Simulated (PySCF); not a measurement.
## Fractional electron number in Cd (cadmium, neutral)

The 5s beta orbital of [Kr] 4d10 5s2 is emptied in steps (occupation f), with all orbitals relaxed, ending at [Kr] 4d10 5s1. Computed with PySCF 2.14 in aug-cc-pVTZ-PP with ECP28MDF, with scalar relativity through the core potential. The exact energy is a straight line in f; departures are measured from the line between the end points of the same method.

```json
{"f": "1", "TPSS (eV)": "0.000"}
{"f": "0.9", "TPSS (eV)": "-0.295"}
{"f": "0.7", "TPSS (eV)": "-0.694"}
{"f": "0.5", "TPSS (eV)": "-0.835"}
{"f": "0.3", "TPSS (eV)": "-0.710"}
{"f": "0.1", "TPSS (eV)": "-0.308"}
{"f": "0", "TPSS (eV)": "0.000"}
```

```tsv
method	E(f=0) − E(f=1) (eV)	−ε at f=1 (eV)	−ε at f=0.5 (eV)
TPSS	8.897	5.634	8.852
```

Orbital energy along the path (eV):

```tsv
f	TPSS
1	-5.634
0.9	-6.263
0.7	-7.542
0.5	-8.852
0.3	-10.206
0.1	-11.617
0	-12.322
```

Reference removal energy between the ground levels: 8.994 eV (measured; NIST Atomic Spectra Database, ionization energies).
